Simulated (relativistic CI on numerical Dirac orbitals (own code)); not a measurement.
# Spin-allowed bands of a d8 ion in a tetrahedral site, by hand

Problem. Take Δ = 8950 cm⁻¹ and B = 400 cm⁻¹ for a d8 ion in a tetrahedral site. Calculate the three spin-allowed bands.

Working.
1. The terms of highest spin are 3F (energy 0) and 3P (15B = 6000 cm⁻¹). Here the F term splits into A2 at +1.2Δ = 10740, T2 at +0.2Δ = 1790 and T1 at −0.6Δ = -5370 cm⁻¹.
2. The two T1 states mix through the element 0.4Δ: H = [[-5370, 3580], [3580, 6000]], with roots ½(H₁₁ + H₂₂) ∓ ½√[(H₂₂ − H₁₁)² + 4H₁₂²] = ½(630) ∓ ½(13437) = -6403 and 7033 cm⁻¹.
3. The ground term is 3T1 at -6403 cm⁻¹.
4. Bands: 3T2 8193 cm⁻¹ (1221 nm), 3T1(P) 13437 cm⁻¹ (744 nm), 3A2 17143 cm⁻¹ (583 nm).

Check. Exact diagonalisation of the whole d8 shell with these parameters gives 3T2 8193, 3T1 13437, 3A2 17143 cm⁻¹. The match is exact, since without spin-orbit coupling no other term has this spin. The ratio of the second band to the first, 1.640, depends on Δ/B = 22.4 alone, which is how a Tanabe-Sugano diagram is read.
